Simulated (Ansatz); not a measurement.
C2H7BFNSi can be A, `C=C([SiH3])NBF`, or B, `NB(F)/C=C/[SiH3]`.

Program: Ansatz. Geometries: PBE0-D4/def2-TZVP. ΔE: electronic, gas phase. CBS: MP2 limit from def2 TZ/QZ plus the TZ coupled-cluster correction, frozen cores. DFT in def2-TZVPP. B3LYP here is the variant with VWN-RPA as its local correlation; programs differ in this. One conformer a species, not always the lowest.

**Question.** Which is lower in electronic energy at CCSD(T)/CBS, and by how much? (Best estimate.)

**Answer.** The calculation gave: B, by 61.0 kJ/mol.

**Question.** Give E(B) − E(A) in kJ/mol with CCSD/def2-TZVPP, r2SCAN-D4, B3LYP, ωB97M-V, CCSD(T)/def2-TZVPP, HF/def2-TZVPP, B2PLYP. (An estimate is asked.)

**Answer.** Computed: CCSD/def2-TZVPP -62.1, r2SCAN-D4 -58.4, B3LYP -60.7, ωB97M-V -58.7, CCSD(T)/def2-TZVPP -60.0, HF/def2-TZVPP -67.4, B2PLYP -60.3. None reverses the order clearly.

Largest T1 diagnostic: 0.013.

The D4 term adds +4.9 kJ/mol with B3LYP and +2.6 kJ/mol with PBE0; it sums over pairs of atoms, weighted by their polarisabilities, and B3LYP, whose exchange is more repulsive, gets the larger term. In def2-TZVPP, CCSD(T) changes the Hartree–Fock value by +7.3 kJ/mol (the triples alone add +2.0 kJ/mol) and MP2 by +8.7 kJ/mol.
